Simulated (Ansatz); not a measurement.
Consider the ligand exchange at the Si–Se bond: `CC[Se][SiH3]` + `NC([SiH3])S` → `NC([SiH3])S[SiH3]` + `CC[SeH]`.

Gas-phase electronic energies from Ansatz, PBE0-D4/def2-TZVP geometries. CCSD(T)/CBS adds triple-zeta CCSD(T) − MP2 to the extrapolated MP2 energy (def2 sets, frozen cores). Functionals use def2-TZVPP. B3LYP here is the variant with VWN-RPA as its local correlation; programs differ in this. For Se outer-core shells are correlated without core-valence functions, which leaves a few kJ/mol of doubt a bond. Scalar relativity is left out up to krypton. One conformer a species, not always the lowest.

```csv
level,ΔE (kcal/mol),difference from CCSD(T)/CBS
PBE-D4,-1.2,-1.6
r2SCAN-D4,-1.0,-1.4
B2PLYP,-0.1,-0.5
PBE,-0.8,-1.2
r2SCAN,-0.8,-1.2
B3LYP,-0.3,-0.7
HF/def2-TZVPP,1.1,0.7
MP2/def2-TZVPP,0.4,0.0
SCS-MP2/def2-TZVPP,0.4,0.0
CCSD/def2-TZVPP,0.5,0.1
HF/def2-QZVPP,1.1,0.7
MP2/def2-QZVPP,0.6,0.2
SCS-MP2/def2-QZVPP,0.6,0.2
HF/CBS(def2),1.1,0.7
MP2/CBS(def2),0.7,0.3
CCSD/CBS(def2),0.9,0.5
CCSD(T)/CBS,0.4,0
```

Largest T1 diagnostic among the species: 0.012.

In def2-TZVPP, CCSD(T) changes the Hartree–Fock value by −1.0 kcal/mol (the triples alone add −0.4 kcal/mol) and MP2 by −0.8 kcal/mol. From PBE to PBE0 (25 % exact exchange), in def2-TZVPP and without D4, ΔE moves by +0.8 kcal/mol.
